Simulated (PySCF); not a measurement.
## C3H10O2Si

The system: C3H10O2Si, a small molecule; neutral, singlet. The structure, one conformer, was relaxed in the gas phase by PBE0-D3(BJ)/def2-SVP. No frequency run checks that it is a minimum.

SMILES: CC(O)(O)C[SiH3]

| atom | x (Å) | y (Å) | z (Å) |
| --- | --- | --- | --- |
| C1 | 0.193 | 0.559 | -0.325 |
| C2 | 0.731 | 0.877 | -1.709 |
| C3 | -0.310 | -0.881 | -0.200 |
| Si4 | -0.671 | -1.380 | 1.590 |
| O5 | 1.200 | 0.687 | 0.651 |
| O6 | -0.832 | 1.480 | -0.087 |
| H7 | -0.045 | 0.725 | -2.472 |
| H8 | 1.595 | 0.238 | -1.936 |
| H9 | 1.043 | 1.932 | -1.750 |
| H10 | -1.219 | -0.993 | -0.811 |
| H11 | 0.442 | -1.580 | -0.599 |
| H12 | 0.560 | -1.691 | 2.368 |
| H13 | -1.558 | -2.585 | 1.600 |
| H14 | -1.416 | -0.277 | 2.283 |
| H15 | 1.488 | 1.608 | 0.644 |
| H16 | -1.214 | 1.271 | 0.776 |

Shieldings: GIAO PBE0/pcSseg-1. Shifts are against computed references at the same level: C TMS (σ 184.4 ppm), H TMS (σ 31.27 ppm), Si TMS (σ 352.0 ppm). Core levels by delta-SCF with SCAN, pcX-2 on the ionised atom and pcseg-1 elsewhere, spin-free X2C; from the vacuum level, for chosen atoms.

Q: Give the shieldings and core levels atom by atom.

A: 
```csv
atoms,bonded to,σ (ppm),δ (ppm),core level (eV)
C1,2 C + 2 O,90.5,93.9,1s 293.67
C2,1 C + 3 H,151.7,32.7,1s 290.71
C3,1 C + 1 Si + 2 H,160.4,24.0,1s 290.28
Si4,1 C + 3 H,427.5,-75.5,-
O5,1 C + 1 H,207.7,-,1s 538.74
O6,1 C + 1 H,218.0,-,1s 538.68
H7 H8 H9,1 C,29.85,1.41,-
H10,1 C,30.26,1.00,-
H11,1 C,29.81,1.46,-
H12 H13 H14,1 Si,27.41,3.86,-
H15,1 O,30.38,0.88,-
H16,1 O,29.16,2.10,-
```

Values are those of this one static structure, with the three H of a rotating XH3 group averaged; atoms that internal rotation interchanges would show their mean in an NMR spectrum.

Q: By CAM-B3LYP/def2-SVPD (TDDFT singlets, Tamm-Dancoff triplets, ionisation by delta-SCF), where does absorption start, and what does vertical ionisation take?

A: The lowest singlet lies at 7.51 eV (f 0.031), the lowest triplet at 7.25 eV; vertical ionisation takes 10.53 eV.
